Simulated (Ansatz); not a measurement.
One change: `C=C([SiH3])[NH][AlH2]` becomes `C=C([SiH3])[SiH2][SiH3]`.

Ansatz, PBE0-D4/def2-TZVP geometries, multiplicity 1. Each molecule was computed in one conformer, which needn't be the lowest.

```json
{"property": "HOMO–LUMO gap (PBE0/def2-TZVPP) / eV", "`C=C([SiH3])[NH][AlH2]`": "5.23"}
{"property": "HOMO energy (PBE/def2-TZVPP) / eV", "`C=C([SiH3])[NH][AlH2]`": "-5.40"}
{"property": "HOMO energy (ωB97M-V/def2-TZVPP) / eV", "`C=C([SiH3])[NH][AlH2]`": "-8.55"}
{"property": "LUMO energy (ωB97M-V/def2-TZVPP) / eV", "`C=C([SiH3])[NH][AlH2]`": "0.44"}
{"property": "size of the dipole moment (ωB97M-V/def2-TZVPP) / D", "`C=C([SiH3])[NH][AlH2]`": "1.00"}
{"property": "LUMO energy (PBE0/def2-TZVPP) / eV", "`C=C([SiH3])[NH][AlH2]`": "-1.17"}
```

(1) What does the change do to each property? (Estimate.)

Results:

(1) Ansatz gave: 
```json
{"property": "HOMO–LUMO gap (PBE0/def2-TZVPP) / eV", "`C=C([SiH3])[SiH2][SiH3]`": "6.73", "shift": "1.50"}
{"property": "HOMO energy (PBE/def2-TZVPP) / eV", "`C=C([SiH3])[SiH2][SiH3]`": "-6.70", "shift": "-1.30"}
{"property": "HOMO energy (ωB97M-V/def2-TZVPP) / eV", "`C=C([SiH3])[SiH2][SiH3]`": "-9.80", "shift": "-1.25"}
{"property": "LUMO energy (ωB97M-V/def2-TZVPP) / eV", "`C=C([SiH3])[SiH2][SiH3]`": "1.02", "shift": "0.58"}
{"property": "size of the dipole moment (ωB97M-V/def2-TZVPP) / D", "`C=C([SiH3])[SiH2][SiH3]`": "0.93", "shift": "-0.07"}
{"property": "LUMO energy (PBE0/def2-TZVPP) / eV", "`C=C([SiH3])[SiH2][SiH3]`": "-1.02", "shift": "0.15"}
```

With PBE0 the HOMO falls by 1.35 eV and the LUMO rises by 0.15 eV, so the gap widens by about 1.50 eV. PBE moves the HOMO by -1.30 eV and ωB97M-V by -1.25 eV. Dipoles are sizes alone; their direction can turn.
